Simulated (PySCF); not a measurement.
A PySCF script (with the pyscf-properties extension) for the NMR shieldings of `C1C2([C@H](F)[C@H]2B(Cl)Cl)C1`, C5H6BCl2F, on a GFN2-xTB geometry:

```python
import basis_set_exchange as bse
import numpy as np
from pyscf import gto, dft
from pyscf.prop import nmr

atoms = """
F    -0.219886   -1.639252    1.959428
C     0.321763   -1.138758    0.815707
C     0.702956    0.348951    0.830429
B     2.015032    0.844851    0.162892
Cl    2.615603    0.062569   -1.250140
Cl    2.875694    2.184797    0.805334
C    -0.447486   -0.193661    0.015123
C    -0.937163   -0.073487   -1.375180
C    -1.860227    0.181403   -0.205699
H     0.990454   -1.863869    0.366715
H     0.391001    0.851568    1.741528
H    -0.607270    0.771366   -1.960686
H    -1.067239   -0.977810   -1.950573
H    -2.621335   -0.549857    0.022927
H    -2.156311    1.199178    0.000282
"""
names = dict.fromkeys(["F", "C", "B", "Cl", "H"], "pcSseg-1")
basis = {el: gto.basis.parse(bse.get_basis(n, elements=[el], fmt="nwchem")) for el, n in names.items()}
mol = gto.M(atom=atoms, basis=basis, charge=0, verbose=0)
mf = dft.RKS(mol, xc="PBE0")
mf.grids.level = 2
mf.grids.alignment = dft.numint.BLKSIZE   # the property module wants whole blocks of grid points
mf.conv_tol = 1e-9
mf.kernel()

calc = nmr.RKS(mf)   # GIAO
C = mf.mo_coeff
Co = C[:, mf.mo_occ > 0]
resp = mf.gen_response(singlet=True, hermi=2)
def vind(x):   # induced exchange potential for any number of trial vectors
    d = np.einsum("pi,xij,qj->xpq", C, 2 * x.reshape(-1, C.shape[1], Co.shape[1]), Co, optimize=True)
    return np.einsum("xpq,pi,qj->xij", resp(d - d.transpose(0, 2, 1)), C, Co, optimize=True).ravel()
mo1, _ = nmr.rhf.solve_mo1(calc, with_cphf=vind)
sigma = calc.kernel(mo1)
for i, s in enumerate(sigma):   # ppm
    print("%2d %-2s %9.2f" % (i, mol.atom_pure_symbol(i), np.trace(s) / 3))
```

Problem. Give the expected output.

Solution. 
```
 0 F     385.89
 1 C      99.79
 2 C     154.47
 3 B      40.21
 4 Cl    706.56
 5 Cl    671.27
 6 C     158.15
 7 C     174.82
 8 C     177.49
 9 H      26.61
10 H      29.89
11 H      30.80
12 H      30.55
13 H      30.37
14 H      30.48
```

These numbers come from an equivalent density-fitted implementation of the same equations, which agrees with the script to about 0.01 ppm for H and up to a few tenths of a ppm for heavy atoms, so last digits may differ.

Size and cost of the density-fitted run: 197 basis functions, 52 s wall time on 1 thread of an Arm Neoverse N1, shared host.
